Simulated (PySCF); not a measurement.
(Me2Al-mu-F)2, C4H12Al2F2.
Geometry (PBE0-D3(BJ)/def2-SVP, Å), atoms numbered from 1 in this order:
```
atom  x, y, z in Å
Al1    0.3242    1.3464   -0.3058
C2    -0.2541    1.9893   -2.0463
C3     1.3042    2.2913    1.0819
F4    -1.0385    0.3652    0.4770
Al5   -0.3460   -1.3443    0.3104
C6    -1.3344   -2.3053   -1.0601
C7     0.2569   -1.9717    2.0485
F8     1.0119   -0.3646   -0.4836
H9    -0.8897    1.2532   -2.5650
H10   -0.8311    2.9255   -1.9654
H11    0.6060    2.2013   -2.7036
H12    1.4615    1.6607    1.9722
H13    2.2976    2.6171    0.7305
H14    0.7701    3.1984    1.4109
H15   -1.4207   -1.7176   -1.9887
H16   -2.3581   -2.5459   -0.7274
H17   -0.8504   -3.2618   -1.3189
H18    0.6847   -1.1560    2.6539
H19    1.0340   -2.7481    1.9479
H20   -0.5657   -2.4190    2.6308
```

Computed with PySCF, PBE0-D3(BJ)/def2-SVP geometry optimisation, gas phase.

Q: Which atoms are bound to Al1, and at what distances?

A: 4 atoms: F8 1.853 Å, F4 1.853 Å, C2 1.944 Å, C3 1.944 Å. The nearest atom not counted as bound is H11, at 2.56 Å (others tie with it).

Q: List the angles at Al1.

A: 
```json
{"angle": "C2–Al1–C3", "degrees": "128.9", "distance of the outer atoms (Å)": "3.51"}
{"angle": "C2–Al1–F4", "degrees": "109.6", "distance of the outer atoms (Å)": "3.10"}
{"angle": "C3–Al1–F8", "degrees": "109.3", "distance of the outer atoms (Å)": "3.10"}
{"angle": "C2–Al1–F8", "degrees": "109.3", "distance of the outer atoms (Å)": "3.10"}
{"angle": "C3–Al1–F4", "degrees": "109.1", "distance of the outer atoms (Å)": "3.09"}
{"angle": "F4–Al1–F8", "degrees": "79.9", "distance of the outer atoms (Å)": "2.38"}
```

Q: Describe the arrangement about Al1 in numbers.

A: Angles from 79.9° to 128.9°; τ4 = (360° − α − β)/141° = 0.86 with α and β the two widest (0 for a square, 1 for a tetrahedron).

Q: What are the other bond lengths?

A: C2–H9 and 11 like bonds 1.103 Å.

Q: Give some angles away from the centre.

A: Al1–F4–Al5 100.1°.

Q: What are the rotational constants (commonest isotopes, rigid rotor)?

A: A = 1919, B = 1030, C = 797.4 MHz: an asymmetric top.

Charge 0, singlet. PBE0-D3(BJ)/def2-SVP frequencies: not computed here.

One conformer stands for the species.
